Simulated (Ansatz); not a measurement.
cyclo-(Cl2SnNH)3 (Sn₃N₃Cl₆H₃). The state is a singlet with charge 0. Geometry PBE-D4/def2-SVP.

```xyz
15

Sn    1.4265   -1.4398   -0.3683
Cl    1.9511   -3.5827   -1.1773
Cl    3.4582   -0.4819    0.3757
N     0.5399   -0.3635   -1.8683
Sn   -0.4915    1.3597   -1.4667
Cl    0.9269    3.2134   -1.0786
Cl   -1.8111    1.9106   -3.3314
N    -1.7268    0.9483    0.1138
Sn   -1.0283   -0.0040    1.7865
Cl   -2.8582   -0.7605    3.0509
Cl    0.2345    1.4127    3.1994
N     0.0328   -1.6239    1.1206
H     1.2059   -0.2109   -2.6426
H    -2.2770    1.7817    0.3720
H     0.4169   -2.1592    1.9143
```

In the def2 sets Sn takes a core potential, while STO-3G treats all electrons; there is no spin–orbit coupling. Single mean-field runs in def2-TZVP are fitted with def2-universal-jkfit.

**Question.** Estimate the orbital energies around the gap (eV) in Ansatz with HF/STO-3G, PBE-D4/def2-SVP, r2SCAN-D4/def2-TZVP, PBE0-D4/def2-SVP, PBE0-D4/def2-TZVP.

**Answer.** 
| orbital | HF/STO-3G | PBE-D4/def2-SVP | r2SCAN-D4/def2-TZVP | PBE0-D4/def2-SVP | PBE0-D4/def2-TZVP |
| --- | --- | --- | --- | --- | --- |
| HOMO−9 | -11.16 | -7.99 | -8.60 | -9.48 | -9.63 |
| HOMO−8 | -10.97 | -7.99 | -8.59 | -9.48 | -9.62 |
| HOMO−7 | -10.95 | -7.93 | -8.57 | -9.47 | -9.62 |
| HOMO−6 | -10.94 | -7.92 | -8.53 | -9.41 | -9.56 |
| HOMO−5 | -10.63 | -7.80 | -8.40 | -9.29 | -9.44 |
| HOMO−4 | -10.63 | -7.76 | -8.39 | -9.29 | -9.44 |
| HOMO−3 | -10.56 | -7.76 | -8.38 | -9.28 | -9.43 |
| HOMO−2 | -9.89 | -7.34 | -7.96 | -8.84 | -9.00 |
| HOMO−1 | -9.84 | -7.07 | -7.69 | -8.59 | -8.75 |
| HOMO | -9.83 | -7.06 | -7.68 | -8.58 | -8.74 |
| LUMO | 4.08 | -4.14 | -4.25 | -3.38 | -3.55 |
| LUMO+1 | 5.31 | -3.11 | -3.15 | -2.27 | -2.41 |
| LUMO+2 | 5.33 | -3.10 | -3.14 | -2.26 | -2.40 |
| LUMO+3 | 6.67 | -1.62 | -1.78 | -0.90 | -1.15 |
| LUMO+4 | 7.12 | -0.90 | -0.90 | -0.13 | -0.40 |
| LUMO+5 | 7.13 | -0.89 | -0.90 | -0.13 | -0.40 |
